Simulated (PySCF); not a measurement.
State search for InSe

Unrestricted PBE0; basis In x2c-TZVPPall, Se x2c-TZVPPall; spin-free X2C with a Gaussian nucleus; PySCF 2.14. Outer shells of the fragments: In 4d10 5s2 5p1; Se 3d10 4s2 4p4.

Followed along the bond (rough minima from three points):

```
2Ms+1   unpaired  ⟨S²⟩ at the start  R at minimum (Å)  Te (eV)
    2        σ ↑               0.76              2.40     0.00
    2        π ↑               0.75              2.64     0.04
    4  σ ↑, π ↑↑               3.76              2.67     2.57
```

Solutions found at the starting distance of 2.505 Å, counted from the lowest of them; the search is not exhaustive and high or unbound solutions are not listed, so other states can lie among these:

```
2Ms+1   unpaired   term  E (eV)  ⟨S²⟩  ⟨Lz²⟩  μ (D)
    2        σ ↑    ²Σ⁺    0.00  0.76   0.00  -4.25
    2        π ↑     ²Π    0.03  0.75   1.01  -1.87
    4  σ ↑, π ↑↑  mixed    2.55  3.76   2.01  -0.31
    4  σ ↑, π ↑↑  mixed    2.73  3.76   2.01  -0.31
    2  σ ↑, π ↑↓  mixed    2.91  1.76   2.01  -0.49
    2  σ ↓, π ↑↑  mixed    3.07  1.77   2.01  -0.07
    2  σ ↑, π ↑↓  mixed    3.08  1.77   2.01   0.10
    2        π ↑     ²Π    3.51  0.80   1.00  -2.95
    4      π ↑↑↑     ⁴Π    3.81  3.76   1.01   3.72
    4  σ ↑↑, π ↑     ⁴Π    4.66  3.75   1.01   0.46
```

A term symbol is given only where ⟨S²⟩ and ⟨Lz²⟩ are close to those of a pure state; real π, δ and φ orbitals otherwise mix terms. A positive dipole means In(−)Se(+).

Spin–orbit coupling is left out. Counting both spins, an empty level lies below a filled one in some of these solutions, because spin and occupation are held.
